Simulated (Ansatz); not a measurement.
`N[SiH](O)Cl` + H–F → `N[SiH](F)Cl` + H₂O at 600 K and 1 bar (ligand exchange at the Si–O bond).

Program: Ansatz. Geometries: PBE0-D4/def2-TZVP. ΔE: electronic, gas phase. CCSD(T)/CBS is the MP2 limit (def2-TZVPP, def2-QZVPP) plus CCSD(T) − MP2 in def2-TZVPP, frozen cores. This one scheme is used for every species. Each species was taken in one conformer, which may not be the lowest.

| species | CCSD(T)/CBS energy (Eh) | H − E (kJ/mol) | S (J/(mol·K)) |
| --- | --- | --- | --- |
| `N[SiH](O)Cl` | -881.28474 | 187.5 | 399.8 |
| H–F | -100.39570 | 42.3 | 194.0 |
| `N[SiH](F)Cl` | -905.31614 | 152.4 | 387.3 |
| H₂O | -76.37941 | 76.8 | 212.8 |

H − E and S are ideal-gas, rigid-rotor, harmonic terms from PBE0-D4/def2-TZVP, for one conformer and one mirror image of each species. 1 Eh = 2625.50 kJ/mol, R = 8.31446 J/(mol·K).

Question: By hand: ΔE, ΔH, ΔS and ΔG.

Answer: ΔE = (-905.31614) + (-76.37941) − (-881.28474) − (-100.39570) = -0.01511 Eh = -39.7 kJ/mol. Δ(H − E) = 152.4 + 76.8 − 187.5 − 42.3 = -0.6, so ΔH = -40.3 kJ/mol. ΔS = 387.3 + 212.8 − 399.8 − 194.0 = 6.3 J/(mol·K). ΔG = -40.3 − 600 × (6.3)/1000 = -44.1 kJ/mol.

Question: By hand: the equilibrium constant, and the temperature at which ΔG would vanish if ΔH and ΔS stayed fixed.

Answer: log₁₀ K = −ΔG/(RT ln 10) = 3.8. ΔH and −TΔS have one sign here, so there is no such temperature.

The number of gas molecules stays the same, so ΔS is small and ΔH decides. A doubt of 5 kJ/mol in ΔE shifts log₁₀ K by 0.4 here. Other conformers and mirror images would add mixing entropy, several J/(mol·K) or more a flexible species. These are equilibria of isolated gas molecules and say nothing of rates. Largest T1 diagnostic: 0.010 (customary marks: 0.02 for closed shells, 0.045 for open ones).

ΔS is within the doubt of such terms, so its sign, and with it that verdict, could turn.
